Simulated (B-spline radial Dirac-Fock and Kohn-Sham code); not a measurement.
**Neutral krypton: differential elastic cross section for electrons at 97.4 keV**

These are calculated numbers from an atomic code on a B-spline grid; the model is relativistic (Dirac) partial waves in the static field of the Dirac-Fock atom with Furness-McCarthy exchange, without polarisation or absorption potentials.

Input of the calculation (task.json; shells as n, l, electrons):

```json
{"items": [{
  "Z": 36,
  "q": 0,
  "cfg": [[1, 0, 2], [2, 0, 2], [2, 1, 6], [3, 0, 2], [3, 1, 6], [3, 2, 10], [4, 0, 2], [4, 1, 6]],
  "A": 84,
  "rrms": 4.1884,
  "do": "elastic",
  "energies": [[97400.0, 0]],
  "theta": [5, 10, 15, 20, 25, 30, 35, 40, 45, 50, 55, 60, 65, 70, 75, 80, 85, 90, 95, 100, 105, 110, 115, 120, 125, 130, 135, 140, 145, 150, 155, 160, 165, 170, 175]
}]}
```

Launch: `python xray2_run.py task.json out`

| θ (°) | dσ/dΩ (a₀²/sr) | Sherman function |
| --- | --- | --- |
| 5 | 1.08 | 0.000 |
| 10 | 0.0941 | 0.001 |
| 15 | 0.0219 | 0.001 |
| 20 | 0.00762 | 0.000 |
| 25 | 0.00334 | -0.001 |
| 30 | 0.00170 | -0.004 |
| 35 | 0.000960 | -0.007 |
| 40 | 0.000587 | -0.012 |
| 45 | 0.000381 | -0.017 |
| 50 | 0.000260 | -0.024 |
| 55 | 0.000184 | -0.031 |
| 60 | 0.000135 | -0.038 |
| 65 | 0.000101 | -0.047 |
| 70 | 7.78e-05 | -0.055 |
| 75 | 6.11e-05 | -0.064 |
| 80 | 4.89e-05 | -0.073 |
| 85 | 3.97e-05 | -0.081 |
| 90 | 3.28e-05 | -0.089 |
| 95 | 2.74e-05 | -0.097 |
| 100 | 2.32e-05 | -0.103 |
| 105 | 1.99e-05 | -0.109 |
| 110 | 1.72e-05 | -0.114 |
| 115 | 1.51e-05 | -0.117 |
| 120 | 1.34e-05 | -0.118 |
| 125 | 1.19e-05 | -0.118 |
| 130 | 1.08e-05 | -0.116 |
| 135 | 9.83e-06 | -0.112 |
| 140 | 9.05e-06 | -0.106 |
| 145 | 8.42e-06 | -0.098 |
| 150 | 7.90e-06 | -0.088 |
| 155 | 7.49e-06 | -0.076 |
| 160 | 7.16e-06 | -0.063 |
| 165 | 6.92e-06 | -0.049 |
| 170 | 6.76e-06 | -0.033 |
| 175 | 6.66e-06 | -0.017 |

The total elastic cross section is 0.322 a₀², the first transport cross section 0.00122 a₀² and the second, weighted with (3/2) sin²θ, 0.00308 a₀². The mean deflection is ⟨1 − cos θ⟩ = 0.00380, and 0.030 % of the collisions scatter beyond 90°.
